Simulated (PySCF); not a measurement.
Stepwise substitution at one centre (In H-NH2). Gas-phase values, no solvent. One relaxed conformer stands for each flexible species; it need not be the lowest. Strings in code marks are SMILES.

The S1 excitation (TDA) from two functionals at the same geometries (r2SCAN-D4/def2-TZVP), both in PySCF: PBE-D3(BJ)/def2-TZVP and r2SCAN-D4/def2-TZVP. Excitations are Tamm–Dancoff values on a coarser integration grid. The basis has no diffuse functions, so Rydberg states are missing or too high.

| species | PBE-D3(BJ)/def2-TZVP (eV) |
|---|---|
| 1 of 3 H replaced by NH2 (`[NH2][InH2]`) | 4.86 |
| 2 of 3 H replaced by NH2 | 4.41 |
| 3 of 3 H replaced by NH2 (`[NH2][In]([NH2])[NH2]`) | 4.15 |

### Question
What does r2SCAN-D4/def2-TZVP give for each?

### Answer

- 1 of 3 H replaced by NH2 (`[NH2][InH2]`): 5.17
- 2 of 3 H replaced by NH2: 4.98
- 3 of 3 H replaced by NH2 (`[NH2][In]([NH2])[NH2]`): 4.68
Over these rows, drawn at random from the members with no instability flagged (it was tested for open shells, ions and some series alone), PBE minus r2SCAN-D4: mean -0.47 eV, from -0.57 eV to -0.31 eV.
